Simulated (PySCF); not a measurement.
## Orbital picture of CsN

M06-L at R = 2.533 Å; PySCF, scalar-relativistic core potentials, basis sets Cs def2-TZVP with ECP46, N def2-TZVP. State: ³Π (triplet), unpaired electrons σ ↑, π ↑. Only the outer orbitals are listed, counted within each symmetry, core potentials removing the inner ones.

| spin | orbital | occ. | ε (eV) | on Cs (%) | main shells (%) |
| --- | --- | --- | --- | --- | --- |
| α | 2σ | 1 | -27.02 | 100 | 100 Cs s |
| α | 3σ | 1 | -16.96 | 9 | 90 N s, 8 Cs p |
| α | 1π | 1 | -13.37 | 100 | 100 Cs p |
| α | 1π | 1 | -13.27 | 100 | 100 Cs p |
| α | 4σ | 1 | -12.72 | 89 | 88 Cs p, 9 N s |
| α | 2π | 1 | -4.49 | 4 | 96 N p |
| α | 5σ | 1 | -4.31 | 9 | 92 N p |
| α | 2π | 1 | -3.24 | 7 | 93 N p |
| α | 6σ | 0 | -0.84 | 100 | 83 Cs s, 15 Cs p |
| α | 3π | 0 | -0.13 | 100 | 84 Cs p, 16 Cs d |
| α | 3π | 0 | 0.11 | 100 | 82 Cs p, 18 Cs d |
| β | 2σ | 1 | -26.96 | 100 | 100 Cs s |
| β | 3σ | 1 | -13.83 | 64 | 64 Cs p, 35 N s |
| β | 1π | 1 | -13.30 | 100 | 100 Cs p |
| β | 1π | 1 | -13.25 | 100 | 100 Cs p |
| β | 4σ | 1 | -11.32 | 36 | 64 N s, 35 Cs p |
| β | 2π | 1 | -2.08 | 13 | 87 N p, 11 Cs d |
| β | 5σ | 0 | -0.79 | 92 | 70 Cs s, 21 Cs p |
| β | 2π | 0 | -0.67 | 32 | 68 N p, 28 Cs d |
| β | 6σ | 0 | -0.19 | 44 | 55 N p, 21 Cs d, 19 Cs s |

**Question.** Which are the highest filled and the lowest empty level, where do they sit, and how wide is the gap?

**Answer.** Highest filled β 2π at -2.08 eV (in %: 87 N p, 11 Cs d); lowest empty α 6σ at -0.84 eV (in %: 83 Cs s, 15 Cs p); the gap at M06-L is 1.24 eV.

```
bond order (Mayer)                              : 0.49
⟨S²⟩                                            : 2.020
charge on Cs (Mulliken, basis-dependent)        : 0.71
charge on Cs (Löwdin, basis-dependent)          : 0.60
dipole moment (positive dipole means Cs(−)N(+)) : -8.40 D
```

Spin–orbit coupling is left out. The state was picked by a PBE0 search and need not be the measured ground state.
